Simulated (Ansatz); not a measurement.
`C[SiH](C)C#N` + `C[NH][AlH][SH]` → `C[N](C)[AlH][SH]` + `C[SiH2]C#N`  (substitution at a C–Si bond)

Calculated with Ansatz (gas phase, PBE0-D4/def2-TZVP geometries, no zero-point term in ΔE). CCSD(T)/CBS adds triple-zeta CCSD(T) − MP2 to the extrapolated MP2 energy (def2 sets, frozen cores). DFT in def2-TZVPP. One conformer a species, not always the lowest.

```csv
level,ΔE (kcal/mol),difference from CCSD(T)/CBS
PBE-D4,18.0,-0.8
BLYP-D4,17.4,-1.4
PBE0-D4,18.6,-0.2
BHLYP-D4,18.4,-0.4
PBE-QIDH,18.8,0.0
r2SCAN0,19.4,0.6
BHLYP,18.5,-0.3
LC-ωPBE,19.4,0.6
HF/def2-SVP,15.7,-3.1
CCSD(T)/def2-TZVPP,17.9,-0.9
CCSD(T)/CBS,18.8,0
```

Largest T1 diagnostic among the species: 0.012.

Leaving LDA and LC-ωPBE aside and taking each functional with its dispersion term where it has one, the values, not all of them listed here, spread over 1.9 kcal/mol, from BLYP-D4 to r2SCAN0-D4. LDA lies −1.5 kcal/mol from PBE without D4. At CCSD(T), def2-SVP lies −5.0 kcal/mol from the extrapolated value and def2-TZVPP −0.9 kcal/mol.
